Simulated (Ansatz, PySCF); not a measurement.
Sn(H)(SH)3 (H4S3Sn), SMILES [SH][SnH]([SH])[SH].

The structure is a stationary point at PBE0-D3(BJ)/def2-SVP. The structure was generated by enumeration; whether it is a known compound was not checked. The def2 effective core potentials stand for the cores of Sn; spin–orbit coupling is left out. Other conformers were not sampled.

Vertical ionisation energy (IE) and electron affinity (EA) in eV. Rows of orbital energies are one-electron estimates. Where ΔSCF, EOM or ADC give a negative EA the extra electron is unbound and the value depends on the basis.

| level | IE | EA |
|---|---|---|
| −ε(HOMO), −ε(LUMO), CAM-B3LYP/def2-TZVP (PySCF) | 8.86 | 0.69 |
| −ε(HOMO), −ε(LUMO), PBE/def2-TZVP (PySCF) | 6.34 | 2.54 |
| ΔSCF, CAM-B3LYP/def2-SVPD (Ansatz), final states of multiplicity 2 and 2 | 9.71 | 0.27 |
| ΔSCF, PBE/def2-SVPD (Ansatz), final states of multiplicity 2 and 2 | ___ | ___ |

What belongs in the gaps? (An estimate is asked for; the answer gives what the named calculation found.)


- ΔSCF, PBE/def2-SVPD (Ansatz, a program for electronic structure), final states of multiplicity 2 and 2, IE: 8.88
- ΔSCF, PBE/def2-SVPD (Ansatz), final states of multiplicity 2 and 2, EA: 0.45

What vertical singlet–triplet gap does ΔSCF give with CAM-B3LYP/def2-SVPD (Ansatz) and with PBE/def2-SVPD (Ansatz)? (The exact figures need the calculation; the answer reports its results.)

4.55 and 3.69 eV (triplet above singlet where positive).
